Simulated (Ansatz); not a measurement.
N-butyl-N-methylpyrrolidinium chloride, `CCCC[N+]1(C)CCCC1.[Cl-]`. Charge 0, multiplicity 1. Geometry r2SCAN-D4/def2-SVP; atoms count from 1.

```xyz
31

C    -4.0236   -0.4613   -1.2335
C    -2.8061   -1.0212   -0.5096
C    -1.5885   -0.0985   -0.5973
C    -0.3987   -0.7447    0.0840
N     0.8334    0.1243    0.1861
C     1.2673    0.5756   -1.1782
C     1.9533   -0.6807    0.8224
C     2.9553    0.3688    1.2880
C     2.1226    1.6580    1.5257
C     0.6898    1.2911    1.1215
H    -4.3243    0.5156   -0.8181
H    -4.8872   -1.1392   -1.1500
H    -3.8165   -0.3167   -2.3066
H    -3.0518   -1.2038    0.5532
H    -2.5331   -2.0040   -0.9334
H    -1.8400    0.8835   -0.1506
H    -1.3606    0.0756   -1.6627
H    -0.0412   -1.6370   -0.4851
H    -0.6434   -1.0299    1.1209
H     1.4024   -0.3573   -1.7759
H     2.2133    1.1221   -1.0828
H     0.4971    1.2396   -1.5884
H     1.4898   -1.2042    1.6731
H     2.2647   -1.4354    0.0652
H     3.7361    0.5371    0.5309
H     3.4693    0.0291    2.1985
H     2.1452    1.9880    2.5747
H     2.5026    2.4964    0.9227
H     0.1309    2.0965    0.6258
H     0.1032    0.9301    1.9804
Cl    1.5386   -2.5973   -1.8013
```

Q: Estimate the Mulliken populations of the heavy atoms from the PBE0/def2-TZVP orbitals of Ansatz.

A: 
```tsv
atom	charge (e)
C1	-0.37
C2	-0.21
C3	-0.23
C4	-0.21
N5	0.19
C6	-0.35
C7	-0.18
C8	-0.25
C9	-0.23
C10	-0.22
Cl31	-0.73
```
Mulliken values depend strongly on the basis.

Q: And the Mayer bond orders between heavy atoms (over 0.3)?

A: C1–C2 1.00 (1.52 Å); C2–C3 1.04 (1.53 Å); C3–C4 0.98 (1.52 Å); C4–N5 0.90 (1.51 Å); N5–C6 0.91 (1.50 Å); N5–C7 0.89 (1.52 Å); N5–C10 0.91 (1.50 Å); C7–C8 1.01 (1.52 Å); C8–C9 1.00 (1.55 Å); C9–C10 1.04 (1.53 Å).
